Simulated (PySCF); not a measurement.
CuCl: mean field, correlation and small terms against distance

State: ¹Σ⁺, singlet, closed shell. RHF-based CCSD(T) in PySCF 2.14 with Cu cc-pVTZ-PP with ECP10, Cl cc-pV(T+d)Z and Cu cc-pVQZ-PP with ECP10, Cl cc-pV(Q+d)Z (frozen core orbitals: 9; scalar-relativistic core potentials). Correlation energies are extrapolated as n⁻³ (n = 3, 4), Hartree–Fock as (n+1)·exp(−9√n). All energies in eV from Cu (3d10 4s1) + Cl.

| R (Å) | HF/CBS | CCSD corr. | (T) | total |
| --- | --- | --- | --- | --- |
| 1.8154 | -1.572 | -1.510 | -0.1908 | -3.273 |
| 1.8979 | -2.095 | -1.376 | -0.1715 | -3.642 |
| 1.9804 | -2.405 | -1.256 | -0.1531 | -3.814 |
| 2.0629 | -2.564 | -1.151 | -0.1364 | -3.851 |
| 2.1454 | -2.613 | -1.060 | -0.1217 | -3.795 |
| 2.2486 | -2.570 | -0.964 | -0.1064 | -3.640 |
| 2.3517 | -2.449 | -0.885 | -0.0942 | -3.428 |

A fit to the total gives Re = 2.0491 Å, De = 3.852 eV, ωe = 416.6 cm⁻¹, Be = 0.1786 cm⁻¹ (masses 62.9296 and 34.9689 u).

At R = 2.0629 Å the CCSD correlation energy is -0.663586 hartree in the smaller basis and -0.719209 in the larger. Extrapolate it.

(4³·E4 − 3³·E3)/(4³ − 3³) = -0.75980 hartree; the larger basis holds 94.7 % of it.

The T1 diagnostic is 0.029, large enough to doubt a single reference. The open-shell atoms are computed with UHF. Spin–orbit coupling, excitations beyond (T) and corrections to the Born–Oppenheimer picture are left out.
